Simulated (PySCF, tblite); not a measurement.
C₅H₆F₃P.
Bonds: C1–C2 (triple), C2–C3, C3–P4, P4–C5, P4–C6, C6–F7, C6–F8, C6–F9. Hydrogens: H10 on C1; H11, H12 on C3; H13, H14, H15 on C5.

Computed with GFN2-xTB (tblite), gas phase: Langevin dynamics at 300 K from the optimised GFN2-xTB geometry, time step 0.5 fs, friction 0.01 fs⁻¹, 2000 steps. Over the second half of the run the saved frames average 302 K.

Frame at 250 fs, instantaneous temperature 261 K:
```
atom  x, y, z in Å
C1      2.784   -0.620   -0.168
C2      1.600   -0.774   -0.252
C3      0.192   -1.054   -0.345
P4     -0.683    0.053    0.826
C5     -0.681    1.674   -0.046
C6     -2.384   -0.426    0.099
F7     -3.388    0.275    0.633
F8     -2.512   -0.246   -1.226
F9     -2.669   -1.709    0.471
H10     3.841   -0.440   -0.223
H11    -0.072   -2.097    0.013
H12    -0.070   -1.022   -1.381
H13     0.150    2.235    0.378
H14    -1.575    2.239    0.046
H15    -0.416    1.569   -1.109
```

Frame at 425 fs, instantaneous temperature 256 K:
```
atom  x, y, z in Å
C1      2.668   -0.273   -0.080
C2      1.525   -0.615   -0.167
C3      0.245   -1.275   -0.032
P4     -0.824    0.054    0.941
C5     -0.571    1.567   -0.049
C6     -2.379   -0.625    0.235
F7     -3.443    0.112    0.730
F8     -2.589   -0.612   -1.126
F9     -2.498   -1.909    0.622
H10     3.630    0.161    0.066
H11     0.461   -2.184    0.694
H12    -0.326   -1.616   -0.944
H13     0.433    1.562   -0.418
H14    -0.707    2.367    0.611
H15    -1.325    1.597   -0.887
```

Frame at 625 fs, instantaneous temperature 368 K:
```
atom  x, y, z in Å
C1      2.635    0.547    0.109
C2      1.514    0.182   -0.136
C3      0.295   -0.588   -0.241
P4     -0.882    0.318    0.902
C5     -0.951    1.919   -0.112
C6     -2.487   -0.459    0.155
F7     -3.531    0.219    0.726
F8     -2.602   -0.261   -1.162
F9     -2.560   -1.764    0.461
H10     3.600    0.913    0.321
H11     0.457   -1.596    0.220
H12     0.053   -0.736   -1.259
H13     0.047    2.167   -0.507
H14    -1.403    2.649    0.533
H15    -1.684    1.773   -0.909
```

Frame at 800 fs, instantaneous temperature 285 K:
```
atom  x, y, z in Å
C1      2.577   -0.270    1.596
C2      1.633   -0.325    0.880
C3      0.598   -0.121   -0.130
P4     -0.989    0.325    0.775
C5     -1.177    2.016    0.000
C6     -2.314   -0.543   -0.279
F7     -3.452   -0.437    0.448
F8     -2.548   -0.001   -1.496
F9     -2.264   -1.893   -0.476
H10     3.437   -0.305    2.173
H11     0.529   -1.011   -0.751
H12     0.946    0.643   -0.827
H13    -0.531    2.667    0.622
H14    -2.172    2.354    0.187
H15    -0.883    1.990   -1.077
```

Frame at 1000 fs, instantaneous temperature 222 K:
```
atom  x, y, z in Å
C1      2.478   -0.027    1.863
C2      1.546   -0.119    1.087
C3      0.445   -0.676    0.367
P4     -1.064    0.348    0.712
C5     -0.615    1.915   -0.191
C6     -2.117   -0.389   -0.675
F7     -3.353   -0.060   -0.339
F8     -1.992    0.093   -1.905
F9     -2.058   -1.749   -0.663
H10     3.155    0.209    2.623
H11     0.245   -1.702    0.672
H12     0.763   -0.730   -0.713
H13     0.188    2.366    0.393
H14    -1.459    2.561   -0.159
H15    -0.210    1.786   -1.211
```

**Question.** What do single points at PBE0/pcSseg-1 (PySCF, gas phase) give on these frames?

**Answer.** 
```json
{"t (fs)": "250", "GFN2-xTB E above start (eV)": "0.29", "DFT E above lowest frame (eV)": "0.00", "HOMO (eV)": "-7.83", "LUMO (eV)": "-0.12", "dipole (D)": "2.32"}
{"t (fs)": "425", "GFN2-xTB E above start (eV)": "0.65", "DFT E above lowest frame (eV)": "0.35", "HOMO (eV)": "-7.55", "LUMO (eV)": "-0.25", "dipole (D)": "2.31"}
{"t (fs)": "625", "GFN2-xTB E above start (eV)": "0.41", "DFT E above lowest frame (eV)": "0.14", "HOMO (eV)": "-7.75", "LUMO (eV)": "-0.01", "dipole (D)": "1.74"}
{"t (fs)": "800", "GFN2-xTB E above start (eV)": "0.47", "DFT E above lowest frame (eV)": "0.22", "HOMO (eV)": "-7.87", "LUMO (eV)": "-0.05", "dipole (D)": "2.91"}
{"t (fs)": "1000", "GFN2-xTB E above start (eV)": "0.40", "DFT E above lowest frame (eV)": "0.14", "HOMO (eV)": "-7.69", "LUMO (eV)": "-0.03", "dipole (D)": "1.93"}
```

Both levels order the frames alike by energy; measured from each level's lowest frame they differ by 0.04 eV at most. The HOMO–LUMO gap runs from 7.30 to 7.82 eV. These are instantaneous structures, not minima.

**Question.** And the isotropic GIAO shieldings (ppm) from the same runs?

**Answer.** 
| atom | 250 fs | 425 fs | 625 fs | 800 fs | 1000 fs | mean | range |
| --- | --- | --- | --- | --- | --- | --- | --- |
| C1 | 109.0 | 106.2 | 105.2 | 107.5 | 102.6 | 106.1 | 6.4 |
| C2 | 104.1 | 102.1 | 101.2 | 102.5 | 99.1 | 101.8 | 5.0 |
| C3 | 169.2 | 158.4 | 169.7 | 167.1 | 168.2 | 166.5 | 11.3 |
| P4 | 363.8 | 349.0 | 349.5 | 339.7 | 358.4 | 352.1 | 24.1 |
| C5 | 179.2 | 183.9 | 174.4 | 167.2 | 176.2 | 176.2 | 16.7 |
| C6 | 42.1 | 35.8 | 41.6 | 41.2 | 47.8 | 41.7 | 12.0 |
| F7 | 249.3 | 220.9 | 234.7 | 224.7 | 238.6 | 233.6 | 28.4 |
| F8 | 253.8 | 248.7 | 260.3 | 240.4 | 257.5 | 252.1 | 19.9 |
| F9 | 237.2 | 238.5 | 250.5 | 232.4 | 245.4 | 240.8 | 18.1 |
| H10 | 29.4 | 29.5 | 30.1 | 30.6 | 30.1 | 29.9 | 1.2 |
| H11 | 27.9 | 26.2 | 28.0 | 28.9 | 28.6 | 27.9 | 2.7 |
| H12 | 29.4 | 27.7 | 29.9 | 29.4 | 28.4 | 29.0 | 2.2 |
| H13 | 30.3 | 30.1 | 29.3 | 29.4 | 30.2 | 29.9 | 1.0 |
| H14 | 30.8 | 31.3 | 30.5 | 30.5 | 30.9 | 30.8 | 0.8 |
| H15 | 30.1 | 29.0 | 29.7 | 29.2 | 29.8 | 29.6 | 1.1 |

What follows is the cost of the whole dynamics run. Hardware: an Arm Neoverse V1 with one thread, shared host with 64 logical CPUs at a one-minute load of 22. Cost: 13 s of wall time, 0.18 GiB resident at most.
